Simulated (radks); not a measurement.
Initial-state core-level shifts of the cadmium ion Cd+ when its valence configuration changes from [Kr] 4d10 5s1. Calculated with a radial shooting solver on a logarithmic mesh with Libxc functionals: Dirac Kohn-Sham, PBE, spin-unpolarised, spherical densities, finite nucleus; open shells fill j = l - 1/2 first; Fermi nuclear charge, rms radius 4.6087 fm. Shifts are changes of the shell-averaged eigenvalues in eV (positive: less bound); the change of the density at the nucleus, which sets a Mossbauer isomer shift, is in e/bohr^3, on a base of 1.595e+05.

valence                2s       3s       4s       4p  density at nucleus
4d9 5s1 5p1        -7.072   -6.958   -6.439   -6.225               +9.15
4d9 5p2            -8.387   -8.295   -7.788   -7.570              -21.69
4d10 5p1           -1.438   -1.462   -1.491   -1.492              -26.60
4d7 5s2 5p2       -20.920  -20.348  -18.161  -17.424              +69.02
4d10 5s0.5 5p0.5   -0.731   -0.742   -0.757   -0.758              -13.03
4d8 5s1 5p2       -14.441  -14.144  -12.891  -12.426              +19.63
4d9.5 5s1 5p0.5    -3.499   -3.451   -3.217   -3.116               +4.41
4d7 5p4           -23.679  -23.139  -20.916  -20.154               -8.95
4d9.5 5p1.5        -4.871   -4.845   -4.633   -4.529              -24.32
